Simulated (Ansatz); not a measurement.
Saddle point of SiNH5SF2, closed shell (SiNH₃F₂ ([NH2][SiH]([F])[F]) + H₂S → SiH₂SF₂ ([F][SiH]([F])[SH]) + NH₃ (still joined by a long Si–N bond); bonds formed: Si1–S7, N2–H6; bonds broken: H6–S7; bonds weakened to dative contacts: Si1–N2), PBE0-D4/def2-TZVP structure:

Si1  (-0.174, -0.795, -0.569)
N2  (1.023, 0.213, 0.352)
F3  (0.724, -2.104, -0.824)
F4  (-1.257, -1.369, 0.432)
H5  (-0.478, -0.371, -1.934)
H6  (0.233, 1.167, 0.342)
S7  (-1.332, 1.675, -0.091)
H8  (1.918, 0.346, -0.109)
H9  (1.191, -0.135, 1.292)
H10  (-1.848, 1.372, 1.111)
(Å)

Energies are electronic, without zero-point energy. Barriers and step energies count from the start structure reached by relaxing down the imaginary mode; all methods use the PBE0-D4 structures, on which another method's saddle can fall below an end. Computed with Ansatz 0.2.0 (basis: def2-TZVPP, with def2-QZVPP for the basis limit); correlated methods freeze the cores. B3LYP uses VWN-RPA correlation. Extrapolation: Hartree–Fock as exp(−7.88 √X), correlation as X^−2.97.

```json
{"method": "SPW92", "barrier (eV)": "0.491", "step energy (eV)": "-0.209"}
{"method": "PBE-D4", "barrier (eV)": "0.778", "step energy (eV)": "-0.042"}
{"method": "BLYP-D4", "barrier (eV)": "0.995", "step energy (eV)": "0.148"}
{"method": "r2SCAN-D4", "barrier (eV)": "0.892", "step energy (eV)": "-0.006"}
{"method": "B97M-V", "barrier (eV)": "1.100", "step energy (eV)": "0.035"}
{"method": "PBE0-D4", "barrier (eV)": "0.913", "step energy (eV)": "-0.009"}
{"method": "B3LYP-D4", "barrier (eV)": "1.090", "step energy (eV)": "0.160"}
{"method": "r2SCAN0-D4", "barrier (eV)": "0.986", "step energy (eV)": "0.018"}
{"method": "BHLYP-D4", "barrier (eV)": "1.253", "step energy (eV)": "0.189"}
{"method": "CAM-B3LYP-D4", "barrier (eV)": "1.156", "step energy (eV)": "0.179"}
{"method": "wB97X-V", "barrier (eV)": "1.121", "step energy (eV)": "0.078"}
{"method": "wB97M-V", "barrier (eV)": "?", "step energy (eV)": "0.059"}
{"method": "B2PLYP", "barrier (eV)": "?", "step energy (eV)": "0.172"}
{"method": "PBE-QIDH", "barrier (eV)": "1.035", "step energy (eV)": "0.027"}
{"method": "RPA on PBE", "barrier (eV)": "1.200", "step energy (eV)": "0.151"}
{"method": "HF", "barrier (eV)": "?", "step energy (eV)": "0.462"}
{"method": "MP2", "barrier (eV)": "1.094", "step energy (eV)": "0.089"}
{"method": "CCSD", "barrier (eV)": "1.282", "step energy (eV)": "0.175"}
{"method": "CCSD(T)", "barrier (eV)": "1.176", "step energy (eV)": "0.118"}
```

(1) Fill in the withheld barriers. (An estimate is asked for; the value comes from the calculation.)

The T1 diagnostic stays at or below 0.012.

Answers

(1) By the calculation: HF 1.720; B2PLYP 1.150; wB97M-V 1.082 eV. Each is the energy of the saddle less that of the start structure, by the same method.

For comparison, the barrier by CCSD(T) at an estimated basis limit (MP2 extrapolated from triple and quadruple zeta, plus CCSD(T) − MP2 in triple zeta) is 1.138 eV.

Labels in which every atom is bracketed show which atoms are joined, not bond orders.

For scale, one of the runs: CCSD(T)/def2-TZVPP, 247 basis functions, launched by `ansatz run in.yaml --threads 8 --pin off --events-out ev --progress --plain --max-ram 19148MiB`. The run took 31 s on 8 CPU threads of an AMD EPYC 9R45 (shared host), with 5.2 GiB of host memory at its peak.
